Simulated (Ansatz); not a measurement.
One change: `CB(F)C=O` becomes `O=CB(F)[SiH3]`.

Ansatz, PBE0-D4/def2-TZVP geometries, multiplicity 1. Each molecule was computed in one conformer, which needn't be the lowest.

```tsv
property	`CB(F)C=O`
HOMO energy (PBE/def2-TZVPP) / eV	-5.63
HOMO energy (B3LYP/def2-TZVPP) / eV	-7.02
size of the dipole moment (B3LYP/def2-TZVPP) / D	3.37
HOMO–LUMO gap (B3LYP/def2-TZVPP) / eV	4.28
LUMO energy (ωB97M-V/def2-TZVPP) / eV	-0.22
HOMO energy (PBE0/def2-TZVPP) / eV	-7.23
```

Q: Give the same properties after the change, and the shifts. (Best estimate.)

A: The calculation gave: 
```tsv
property	`O=CB(F)[SiH3]`	shift
HOMO energy (PBE/def2-TZVPP) / eV	-5.87	-0.24
HOMO energy (B3LYP/def2-TZVPP) / eV	-7.20	-0.18
size of the dipole moment (B3LYP/def2-TZVPP) / D	1.41	-1.96
HOMO–LUMO gap (B3LYP/def2-TZVPP) / eV	3.88	-0.40
LUMO energy (ωB97M-V/def2-TZVPP) / eV	-0.88	-0.66
HOMO energy (PBE0/def2-TZVPP) / eV	-7.40	-0.17
```

With PBE0 the HOMO falls by 0.17 eV and the LUMO falls by 0.61 eV, so the gap narrows by about 0.44 eV. PBE moves the HOMO by -0.24 eV and ωB97M-V by -0.10 eV. Dipoles are sizes alone; their direction can turn.

B3LYP here is the variant with VWN-RPA as its local correlation; programs differ in this.
